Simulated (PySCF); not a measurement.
**Energy of Zr (zirconium, neutral) between two integer charges**

The 5s beta orbital of [Kr] 4d2 5s2 is emptied in steps (occupation f), with all orbitals relaxed, ending at [Kr] 4d2 5s1. Computed with PySCF 2.14 in x2c-TZVPall, with the spin-free X2C one-electron Hamiltonian (Gaussian nucleus). The exact energy is a straight line in f; departures are measured from the line between the end points of the same method.

Q: Among UHF, LDA, PBE, which shows the largest delocalisation error (convex curve), and which is closest to linear?

A: Most convex: LDA (-0.609 eV at f = 0.4); closest to linear: UHF (0.035 eV).

```csv
f,UHF (eV),LDA (eV),PBE (eV)
1,0.000,0.000,0.000
0.8,0.026,-0.403,-0.386
0.6,0.037,-0.607,-0.582
0.4,0.035,-0.609,-0.585
0.2,0.022,-0.407,-0.388
0,0.000,0.000,0.000
```

| method | E(f=0) − E(f=1) (eV) | −ε at f=1 (eV) | −ε at f=0.4 (eV) |
| --- | --- | --- | --- |
| UHF | 5.187 | 5.361 | 5.149 |
| LDA | 6.727 | 4.220 | 7.227 |
| PBE | 6.424 | 4.023 | 6.905 |

Reference removal energy between the ground levels: 6.634 eV (measured; NIST Atomic Spectra Database, ionization energies). The calculation has no spin-orbit coupling. UHF lacks correlation.
